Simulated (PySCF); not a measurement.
InF3, SMILES [F][In]([F])[F]. Geometry optimised at PBE-D3(BJ)/def2-SVP. The isomer is the one that the SMILES or the coordinates give; other isomers of the formula were not compared. The def2 effective core potentials stand for the cores of In; spin–orbit coupling is left out.

Problem. Give the equilibrium geometry at PBE-D3(BJ)/def2-SVP (PySCF confirms it by a frequency run) as a Z-matrix, and its point group. (An estimate is asked for; the answer gives what the named calculation found.)

Solution. point group D3h.
```
In
F 1 1.9581
F 1 1.9581 2 120.00
F 1 1.9581 2 120.00 3 180.00
```
Charge 0, spin multiplicity 1.
